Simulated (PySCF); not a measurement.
Geometries of 2 isomers of C2H11GeNSi, from PBE0-D3(BJ)/def2-SVP geometry optimisation, gas phase in PySCF. One conformer each, no zero-point energy, no frequencies.

Problem. Which is lower in electronic energy at this level?
A.
```xyz
16
angstrom
C      2.175   -0.139    0.657
Ge     0.928    0.832   -0.492
C     -0.381   -0.399   -1.271
Si    -1.476   -1.274   -0.014
N     -2.308   -0.245    1.110
H      2.918    0.546    1.092
H      2.707   -0.906    0.075
H      1.639   -0.639    1.477
H      0.192    1.908    0.341
H      1.704    1.556   -1.614
H     -1.013    0.170   -1.975
H      0.163   -1.153   -1.866
H     -2.523   -2.058   -0.741
H     -0.619   -2.200    0.791
H     -3.080    0.323    0.780
H     -1.775    0.263    1.807
```
B.
```xyz
16
angstrom
C     -2.168    0.910   -1.024
Si    -0.992   -0.037    0.091
C     -1.225   -1.890   -0.084
N      0.652    0.342   -0.344
Ge     2.120   -0.761   -0.292
H     -3.218    0.717   -0.751
H     -2.021    0.615   -2.075
H     -2.001    1.996   -0.950
H     -1.303    0.342    1.514
H     -2.263   -2.164    0.162
H     -0.567   -2.457    0.593
H     -1.022   -2.217   -1.116
H      0.885    1.324   -0.460
H      1.996   -1.873   -1.353
H      2.281   -1.426    1.093
H      3.350    0.116   -0.592
```

Solution. B. That is `C[SiH](C)[NH][GeH3]`, 8.6 kcal/mol below the other.

```tsv
SMILES	atoms numbered as above	E (Eh)	relative (kcal/mol)	relative (kJ/mol)	dipole (D)
C[SiH](C)[NH][GeH3]	[CH3:1][SiH:2]([CH3:3])[NH:4][GeH3:5]	-2503.13350	0.0	0.0	0.68
[CH3][GeH2][CH2][SiH2]N	[CH3:1][GeH2:2][CH2:3][SiH2:4][NH2:5]	-2503.11984	8.6	35.9	0.89
```
